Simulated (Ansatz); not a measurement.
Stepwise reaction of `N[Si](N)(F)F` with hydrogen chloride, as a gas-phase model of exchange steps in deposition or etching. ΔE in kJ/mol.

Calculated with Ansatz (gas phase, PBE0-D4/def2-TZVP geometries, no zero-point term in ΔE). CCSD(T)/CBS is the MP2 limit (def2-TZVPP, def2-QZVPP) plus CCSD(T) − MP2 in def2-TZVPP, frozen cores. This one scheme is used for every species. DFT in def2-TZVPP. B3LYP here is the variant with VWN-RPA as its local correlation; programs differ in this. Each species was taken in one conformer, which may not be the lowest.

```
step                                        reaction  PBE-D4  B3LYP-D4  ωB97M-V  CCSD(T)/CBS
   1    `N[Si](N)(F)F` + HCl → `N[Si](F)(F)Cl` + NH₃   -25.7     -19.9    -21.0        -20.1
   2  `N[Si](F)(F)Cl` + HCl → `F[Si](F)(Cl)Cl` + NH₃   -24.9     -18.9    -20.4        -20.2
```

Problem. By hand: ΔE of the 2 steps together at CCSD(T)/CBS.

Solution. (-20.1) + (-20.2) = -40.3 kJ/mol, or -20.1 kJ/mol a step.

In ΔE the steps differ by no more than 0.1 kJ/mol. All are downhill at CCSD(T)/CBS. PBE-D4 differs from CCSD(T)/CBS by -5.6 to -4.7 kJ/mol a step. Isolated molecules leave out the surface, adducts and barriers. Largest T1 diagnostic: 0.010.
